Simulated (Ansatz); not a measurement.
`[NH2][Al]([SiH3])[SiH2]O` + H₂O → `O[SiH2]O` + `[NH2][AlH][SiH3]`  (formal hydrolysis of the Si–Al bond)

Gas-phase electronic energies from Ansatz, PBE0-D4/def2-TZVP geometries. CCSD(T)/CBS is the MP2 limit (def2-TZVPP, def2-QZVPP) plus CCSD(T) − MP2 in def2-TZVPP, frozen cores. This one scheme is used for every species. DFT in def2-TZVPP. One conformer a species, not always the lowest.

```tsv
level	ΔE (kcal/mol)	difference from CCSD(T)/CBS
r2SCAN0-D4	-28.9	-0.6
ωB97X-V	-29.1	-0.8
BLYP	-28.5	-0.2
r2SCAN0	-29.3	-1.0
RPA@PBE/def2-TZVPP	-28.4	-0.1
MP2/def2-SVP	-30.4	-2.1
CCSD/def2-SVP	-28.9	-0.6
HF/def2-TZVPP	-35.1	-6.8
CCSD/def2-TZVPP	-29.7	-1.4
SCS-MP2/def2-QZVPP	-31.2	-2.9
CCSD(T)/CBS	-28.3	0
```

Largest T1 diagnostic among the species: 0.013.

From PBE to PBE0 (25 % exact exchange), in def2-TZVPP and without D4, ΔE moves by −1.8 kcal/mol. The D4 term adds +1.4 kcal/mol with B3LYP and +0.9 kcal/mol with PBE0; it sums over pairs of atoms, weighted by their polarisabilities, and B3LYP, whose exchange is more repulsive, gets the larger term. Leaving LDA and LC-ωPBE aside and taking each functional with its dispersion term where it has one, the values, not all of them listed here, spread over 8.5 kcal/mol, from B97M-V to PBE-D4. LDA lies −1.8 kcal/mol from PBE without D4.

B3LYP here is the variant with VWN-RPA as its local correlation; programs differ in this.
